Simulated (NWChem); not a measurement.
**Ionisation of Br (+1)**

```
Br
```
Charge +1, spin multiplicity 3.

The numbers come from NWChem runs, not from measurements.

Basis set: def2-TZVPD. −ε marks an orbital energy of the parent.

The Hamiltonian is non-relativistic. B3LYP has NWChem's definition, with VWN1-RPA local correlation. No SCF solution was tested for a lower state. Open-shell Hartree-Fock references start from PBE0 orbitals.

Q: One of these methods gave a first vertical ionisation energy of 16.41 eV. Which?
(A) −ε(beta HOMO) of B3LYP
(B) −ε(beta HOMO) of BLYP
(C) −ε(beta HOMO) of HF
(D) −ε(beta HOMO) of BP86

A: B, −ε(beta HOMO) of BLYP. The others give 17.69 (−ε(beta HOMO) of B3LYP), 16.66 (−ε(beta HOMO) of BP86), 21.09 (−ε(beta HOMO) of HF).
